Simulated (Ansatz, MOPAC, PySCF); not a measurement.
Dimer: hydrogen isocyanide (SMILES [C-]#[NH+]) (first 3 atoms) with CH4O (SMILES CO); geometry from B3LYP-D3(BJ)/def2-TZVP, rigid monomers moved along the line of their centres of mass till H3···O5 is 3.14 Å.
(charge 0, multiplicity 1):
```xyz
9

C     -0.113    -0.629    -0.256
N     -0.137    -0.182     0.818
H     -0.167     0.199     1.766
C     -0.108    -0.108     5.789
O     -0.208     0.939     4.817
H      0.246     0.280     6.746
H      0.621    -0.819     5.405
H     -1.063    -0.619     5.928
H     -0.858     1.588     5.105
```

Interaction energies are E(AB) − E(A) − E(B) at the monomers' geometry in the complex; basis-set methods are counterpoise corrected. Rows marked so take none.

Cores are frozen in the correlated methods. Rows in 6-31G* carry no dispersion term and start afresh at each structure (6-31G* with six Cartesian d functions). The state that PM3, PM6 reach isn't checked.

The values were computed with Ansatz (an electronic-structure program); MOPAC for PM3, PM6 (differences of heats of formation); PySCF for 6-31G* rows, the dispersion terms. 

| level | interaction energy (kcal/mol) |
|---|---|
| PM3 | -1.40 |
| PM6 | -1.63 |
| HF/aug-cc-pVDZ | -2.84 |
| B3LYP/def2-TZVPPD | -2.64 |
| B3LYP-D4/def2-TZVPPD | -2.90 |
| PBE0-D3(BJ)/def2-TZVPPD | -3.02 |
| M06-2X/6-31G* (no counterpoise) | ___ |
| wB97M-V/def2-TZVPPD | -2.93 |
| SCS-MP2/aug-cc-pVDZ | -2.99 |

Problem. Complete the blanks.

Solution. 
- M06-2X/6-31G* (no counterpoise), interaction energy (kcal/mol): -3.52
